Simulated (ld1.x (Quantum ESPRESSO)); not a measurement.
**Before and after: ultrasoft potential for Bi**

bismuth (Bi), ultrasoft, made with ld1.x (Quantum ESPRESSO) 7.5 (LDA (PZ), scalar-relativistic). Core [Xe] 4f14, reference 5d10 6s2 6p3. Waves: 6s (bound): rcut 1.95, rcutus 2.15 bohr; 6s channel at 3.15 Ry: rcut 1.95, rcutus 2.15 bohr; 6p (bound): rcut 2.05, rcutus 2.40 bohr; 6p channel at 3.5 Ry: rcut 2.05, rcutus 2.40 bohr; 5d (bound): rcut 1.85, rcutus 2.20 bohr; 5d channel at -1.65 Ry: rcut 1.85, rcutus 2.20 bohr. Local part: all-electron potential smoothed inside 1.95 bohr (lloc = -1). Core correction: none. Augmentation charge: PSQ, radius 1.85 bohr.

All-electron outer shells of the reference configuration (LDA (PZ), scalar-relativistic, ld1.x):

| shell | level (eV) | outermost node (bohr) | outermost maximum (bohr) |
| --- | --- | --- | --- |
| 4f | -152.95 | – | 0.34 |
| 5p | -95.96 | 0.48 | 0.86 |
| 5d | -27.18 | 0.51 | 1.03 |
| 6s | -14.76 | 0.98 | 1.86 |
| 6p | -4.77 | 1.14 | 2.44 |

Change: waves 6p (bound): rcut 2.05, rcutus 3.10 bohr; 6p channel at 3.5 Ry: rcut 2.05, rcutus 3.10 bohr.

Cutoffs: the cutoffs (Ry, on a coarse ladder) from which the occupation-weighted sum of valence levels, in a spherical-Bessel basis at the reference potential, stays within 10 and 1 mRy of its value at 400 Ry; they do not see the model core or the augmentation charge, which bear on the density cutoff. Errors are all-electron minus pseudo energies relative to the spin-unpolarised reference configuration.

Task: What does the change do?

Result: The potential gets neither clearly harder nor softer (25 Ry and 40 Ry → 25 Ry and 40 Ry); of the 9 tests that both files solve, the error grows in 2 and shrinks in 6 by more than 15 % and 0.3 meV (median size 9.2 → 6.7 meV); neither file shows a bound ghost.

```tsv
quantity	base	changed
cutoff, loose	25 Ry	25 Ry
cutoff, tight	40 Ry	40 Ry
bound ghosts	none	none
error for 5d10 6s2 6p2, meV [ΔE 8.15 eV]	-3.4	-2.0
error for 5d10 6s2 6p1, meV [ΔE 23.72 eV]	-9.2	-5.6
error for 5d10 6s2 6p0, meV [ΔE 47.43 eV]	-18	-12
error for 5d10 6s2 6p3.3, meV [ΔE -1.15 eV]	+0.5	+0.7
error for 5d10 6s1 6p3, meV [ΔE 19.05 eV]	-7.1	-1.7
error for 5d9 6s2 6p4, meV [ΔE 24.12 eV]	+17	-38
error for 5d9 6s2 6p3, meV [ΔE 33.45 eV]	+3.8	-70
error for 5d10 6s2 6p3 (spin-polarised), meV [ΔE -1.02 eV]	+20	+13
error for 5d10 6s2 6p2 (spin-polarised), meV [ΔE 7.60 eV]	+9.6	+6.7
lowest overlap eigenvalue by channel	s 0.51, p 0.57, d 0.61	s 0.51, p 0.42, d 0.61
```
